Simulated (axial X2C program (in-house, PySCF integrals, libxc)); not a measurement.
RuC⁻ along the bond: PBE0, spin-free

Computed with an axial X2C code built on PySCF integrals. Spin-free means the one-electron spin-free X2C Hamiltonian. Basis: Ru dyall-acv3z [13s13p9d5f3g], C dyall-av3z [8s7p3d2f] (cores contracted in-house); Gaussian nuclei, density fitting, unrestricted open shells. Masses: Ru 101.904 u, C 12.000 u.

State: M_S = 1/2, Λ = 0 (beyond evenly filled blocks: σα). Dipoles are positive if C is the positive end and refer to the centre of mass.

Results along the bond:

```tsv
R (Å)	μ (D)	HOMO (eV)	LUMO (eV)	⟨S²⟩
1.411	1.530	0.56	1.76	0.752
1.476	0.839	0.51	1.77	0.752
1.525	0.368	0.47	1.78	0.753
1.573	-0.065	0.43	1.78	0.753
1.622	-0.466	0.40	1.79	0.755
1.679	-0.897	0.35	1.79	0.758
1.736	-1.291	0.32	1.79	0.768
1.808	-1.742	0.35	1.80	0.856
2.027	-2.641	0.57	1.82	1.937
```

Occupations by symmetry block were frozen at the best pattern of an incomplete PBE0 search. Other states lie close and PBE0, whose exact exchange favours high spin, may order them wrongly; the determinant shown need not be the ground state. The nearest other spin-free determinant of the search, M_S = 1/2, Λ = 2, lies 0.04 eV up at the distance of the search. Some points did not converge and are left out. The highest occupied level of some functionals is positive through self-interaction error; at Hartree–Fock it is bound. The determinant is spin-polarised beyond a pure state at some levels (its spin-free form has ⟨S²⟩ too high), which makes Re and μ there less reliable. With spin–orbit coupling the lowest determinant has another configuration, so this spin-free state is a model. The LUMO of an anion is an unbound level whose energy the basis sets.
